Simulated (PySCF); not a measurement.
CI2, SMILES I[C]I (connectivity only; charge and spin as stated), neutral, multiplicity 1. Heavy atoms are numbered as in [C:1]([I:2])[I:3].

Geometry: B3LYP-D3(BJ)/def2-TZVP. The def2 effective core potentials stand for the cores of I; spin–orbit coupling is left out.

These are PySCF with r2SCAN/def2-TZVPD values and carry that method's errors.

Mulliken values depend strongly on the basis, most of all with diffuse functions as here. ESP charges are fitted to the potential on shells at 1.4 to 2.0 van der Waals radii. Atomic charges (e), one atom of each kind:

```
atom  ESP fit  Mulliken
----  -------  --------
C1      -0.18     -0.05
I2       0.09      0.02
```
